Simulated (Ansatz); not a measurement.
Gas-phase electronic energies from Ansatz, PBE0-D4/def2-TZVP geometries. CCSD(T)/CBS adds triple-zeta CCSD(T) − MP2 to the extrapolated MP2 energy (def2 sets, frozen cores). This one scheme is used for every species. DFT in def2-TZVPP. One conformer a species, not always the lowest.

`C=C[SiH2]S[SiH](F)F` + H–F → `F[SiH2]S[SiH](F)F` + `C=C`  (ligand exchange at the Si–C bond)

CCSD(T)/CBS gives -29.6 kcal/mol.

Problem. Another level gave -30.7 kcal/mol. Which?
A. PBE0-D4/def2-TZVPP
B. SCS-MP2/def2-TZVPP
C. HF/def2-TZVPP
D. PBE/def2-TZVPP

Solution. B. SCS-MP2/def2-TZVPP -30.7, HF/def2-TZVPP -36.6, PBE -29.6, PBE0-D4 -27.7 kcal/mol.

Largest T1 diagnostic among the species: 0.012.

In def2-TZVPP, CCSD(T) changes the Hartree–Fock value by +6.9 kcal/mol (the triples alone add +1.1 kcal/mol) and MP2 by +7.7 kcal/mol. The D4 term adds +3.5 kcal/mol with B3LYP and +2.1 kcal/mol with PBE0; it sums over pairs of atoms, weighted by their polarisabilities, and B3LYP, whose exchange is more repulsive, gets the larger term.

B3LYP here is the variant with VWN-RPA as its local correlation; programs differ in this.
